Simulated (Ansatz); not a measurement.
Basis-set extrapolation for `C=C(O)[SiH2]P` (PBE0-D4/def2-TZVP geometry, frozen core, Ansatz). Multiplicity 1, RHF reference.

```csv
,def2-TZVPP,def2-QZVPP
HF,-784.407650,-784.433373
MP2 correlation,-0.842881,-0.904595
CCSD(T) correlation,-0.936002,not run
```

Energies in hartree. Use E(X) = E(∞) + A·exp(−7.88·√X) for Hartree–Fock and E(X) = E(∞) + B·X^(−2.97) for correlation, with X = 3 and 4, and add CCSD(T) minus MP2 of the smaller set to the MP2 limit.

Q: What is the CCSD(T) energy at the basis-set limit?

A: HF limit: -784.433373 + (-0.025723) × 0.13774 = -784.43692. MP2 limit: -0.904595 + (-0.061714) × 0.74074 = -0.95031. Higher-order term: -0.936002 − (-0.842881) = -0.09312. Total: -785.48035 hartree, 358.9 kJ/mol below CCSD(T)/def2-TZVPP.
